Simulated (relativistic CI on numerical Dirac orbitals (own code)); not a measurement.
Method of calculation: Dirac-Coulomb-Breit CI, KLI orbitals optimised for each configuration, model QED, unscaled Slater integrals (own radial code, finite nucleus).

The strongest absorption lines from the ground level of an ion, among the configurations computed and to levels below about 373 eV (vacuum wavelength in Å, gf): 36.933 (2), 37.522 (0.27), 39.120 (0.21), 42.054 (0.075), 43.792 (3.2), 44.738 (0.13), 63.467 (0.11), 64.041 (0.48).

Task: Which ion is it?
A. Zr10+
B. Sr10+
C. Zr14+
D. Zr12+

Result: D. Zr12+ has 28 electrons and the ground level 3p⁶3d¹⁰ ¹S0; the strongest line goes to 3p⁶3d⁹4f ¹P°1. The pattern of lines fixes the number of electrons, and along that sequence the line energies rise steadily with the charge (about as its square where n changes within one kind of shell, about linearly where n is kept but much faster in heavy ions where fine structure, which grows about as Z⁴, sets the gap, and irregularly where shells cross), which fixes Z. Configurations outside the model, such as inner-shell arrays, can give stronger lines. At this charge energies of transitions that change n are usually good to better than 1 %, and those within a shell (Δn = 0) to a few per cent.

LS names give the leading component of a level, which can be under half, so a name can repeat, a term be missing and a line seem to break the LS rules.
